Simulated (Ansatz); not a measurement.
`OB(Cl)Cl` + H–F → `FB(Cl)Cl` + H₂O at 298.15 K and 1 bar (ligand exchange at a B–O bond).

Computed with Ansatz on PBE0-D4/def2-TZVP structures; ΔE is electronic, products minus reactants. CCSD(T)/CBS is frozen-core, at the limit of the def2 triple- and quadruple-zeta sets. Each species was taken in one conformer, which may not be the lowest.

| species | CCSD(T)/CBS energy (Eh) | H − E (kJ/mol) | S (J/(mol·K)) |
| --- | --- | --- | --- |
| `OB(Cl)Cl` | -1020.26445 | 70.8 | 295.7 |
| H–F | -100.39431 | 33.5 | 173.6 |
| `FB(Cl)Cl` | -1044.28205 | 37.6 | 287.3 |
| H₂O | -76.37685 | 66.4 | 188.7 |

H − E and S are ideal-gas, rigid-rotor, harmonic terms from PBE0-D4/def2-TZVP, for one conformer and one mirror image of each species. 1 Eh = 2625.50 kJ/mol, R = 8.31446 J/(mol·K).

Question: By hand: ΔE, ΔH, ΔS and ΔG.

Answer: ΔE = (-1044.28205) + (-76.37685) − (-1020.26445) − (-100.39431) = -0.00014 Eh = -0.4 kJ/mol. Δ(H − E) = 37.6 + 66.4 − 70.8 − 33.5 = -0.3, so ΔH = -0.7 kJ/mol. ΔS = 287.3 + 188.7 − 295.7 − 173.6 = 6.7 J/(mol·K). ΔG = -0.7 − 298.15 × (6.7)/1000 = -2.7 kJ/mol.

Question: By hand: the equilibrium constant, and the temperature at which ΔG would vanish if ΔH and ΔS stayed fixed.

Answer: log₁₀ K = −ΔG/(RT ln 10) = 0.5. ΔH and −TΔS have one sign here, so there is no such temperature.

TΔS isn't small against ΔH here. The sign of ΔG lies within the doubt. A doubt of 5 kJ/mol in ΔE shifts log₁₀ K by 0.9 here. Other conformers and mirror images would add mixing entropy, several J/(mol·K) or more a flexible species. These are equilibria of isolated gas molecules and say nothing of rates. Largest T1 diagnostic: 0.012 (customary marks: 0.02 for closed shells, 0.045 for open ones).

ΔS is within the doubt of such terms, so its sign, and with it that verdict, could turn.
